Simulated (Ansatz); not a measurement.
Ga₂P₂⁻ was relaxed with r2SCAN-D4 (def2-SVPD) in Ansatz in these states: charge -1 doublet, charge -1 quartet. The geometries follow in no particular order.

A:

Cartesian coordinates in Å:
```
Ga -0.645 1.164 -0.372
Ga 0.646 -1.164 0.372
P 0.949 0.940 1.294
P -0.949 -0.940 -1.294
```

B:

```
atom    x (Å)    y (Å)    z (Å)
 Ga1  -1.2649   0.4924  -0.1475
 Ga2   1.3367  -0.1095  -0.2555
  P3   0.3167   1.1013   1.4928
  P4  -0.3886  -1.4842  -1.0899
```

Question: Judge from the bond lengths which geometry belongs to which state (an estimate).

Answer: A is the charge -1 doublet (Ga1–Ga2 2.763 Å, Ga2–P4 2.316 Å, Ga1–P3 2.316 Å); B is the charge -1 quartet (Ga1–Ga2 2.672 Å, Ga2–P4 2.359 Å, Ga1–P3 2.359 Å).

At r2SCAN-D4/def2-SVPD the highest occupied level of the charge -1 quartet lies above zero (up to 0.29 eV). It is a level of α spin, whose loss leaves a triplet; that state wasn't run at this geometry and level. The electron is either unbound and held by the finite basis, or the level is raised by self-interaction error. At PBE0-D4/def2-TZVPD a doublet lies 0.93 eV below the charge -1 quartet. These are the stationary points nearest to one start from a short search; other shapes may lie lower in each state.
